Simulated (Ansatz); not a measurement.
Consider the redistribution: `O=C[SiH2]Cl` + `OC[SiH2]Br` → `O=C[SiH2]Br` + `OC[SiH2]Cl`.

Computed with Ansatz on PBE0-D4/def2-TZVP structures; ΔE is electronic, products minus reactants. CBS: MP2 limit from def2 TZ/QZ plus the TZ coupled-cluster correction, frozen cores. Functionals use def2-TZVPP. B3LYP here is the variant with VWN-RPA as its local correlation; programs differ in this. For Br outer-core shells are correlated without core-valence functions, which leaves a few kJ/mol of doubt a bond. Scalar relativity is left out up to krypton. Each species was taken in one conformer, which may not be the lowest.

**Question.** Is it downhill or uphill in electronic energy at CCSD(T)/CBS, and by how much? (Best estimate.)

**Answer.** Ansatz gave: Nearly level: ΔE = +0.2 kcal/mol.

**Question.** What do these levels give: revPBE-D4, B97M-V, B2PLYP, PBE-QIDH, PBE, r2SCAN, B3LYP, MP2/def2-SVP, CCSD/def2-SVP, MP2/def2-QZVPP, HF/CBS(def2), MP2/CBS(def2)? (Best estimate.)

**Answer.** Ansatz gave: revPBE-D4 0.0, B97M-V 0.0, B2PLYP 0.1, PBE-QIDH 0.2, PBE 0.0, r2SCAN 0.0, B3LYP 0.0, MP2/def2-SVP 0.2, CCSD/def2-SVP 0.1, MP2/def2-QZVPP 0.2, HF/CBS(def2) 0.1, MP2/CBS(def2) 0.2 kcal/mol.

Largest T1 diagnostic among the species: 0.014.

Leaving LDA and LC-ωPBE aside and taking each functional with its dispersion term where it has one, the values spread over 0.2 kcal/mol, from revPBE-D4 to PBE-QIDH.
